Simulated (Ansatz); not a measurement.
Coupled-cluster diagnostics for the cluster Ag₂F, Ansatz.

Geometry of the doublet (PBE-D4/def2-TZVP):

| atom | x (Å) | y (Å) | z (Å) |
| --- | --- | --- | --- |
| Ag1 | -1.125 | -0.950 | 0.163 |
| Ag2 | 1.010 | 0.557 | 0.930 |
| F3 | 0.115 | 0.393 | -1.093 |

In the def2 sets Ag takes a core potential; there is no spin–orbit coupling. Correlated methods freeze 1 core orbital; core or outer-core shells of Ag are correlated, in sets that lack core-valence functions. In CCSD on the charge 0 quartet the largest single amplitude is 0.43, so its Hartree–Fock determinant may place the open shell otherwise than the density functionals do. The structure comes from a short search, and lower isomers may exist.

Geometry of the charge 0 quartet (PBE-D4/def2-TZVP):

Cartesian coordinates in Å:
```
Ag 0.726 0.912 1.808
Ag -0.737 -0.896 -1.812
F 0.011 -0.016 0.003
```

Task: Estimate the CCSD(T) correlation energy, the shares of MP2 and (T), T1 and the reference's ⟨S²⟩ for: charge 0, doublet, own geometry in def2-TZVP; charge 0, quartet, own geometry in def2-TZVP; and the rough time on 4 threads of Arm Neoverse V1 on a shared host.

Result: 
| state | basis | correlation (eV) | MP2 share (%) | (T) share (%) | T1 | ⟨S²⟩ (pure) | wall time | remarks |
| --- | --- | --- | --- | --- | --- | --- | --- | --- |
| charge 0, doublet, own geometry | def2-TZVP | -31.816 | 102.1 | 2.3 | 0.020 | 0.76 (0.75) | 33 s | – |
| charge 0, quartet, own geometry | def2-TZVP | -31.731 | 99.2 | 2.6 | 0.050 | 3.77 (3.75) | 19 s | large T1 (0.050) |
Customary marks for T1 are 0.02 (closed shells), 0.045 (open shells) and about 0.05 (3d metals). T1 exceeds 0.02 in 2 of 2 rows and 0.045 in 1; the higher it lies, the less the single-reference result can be trusted.
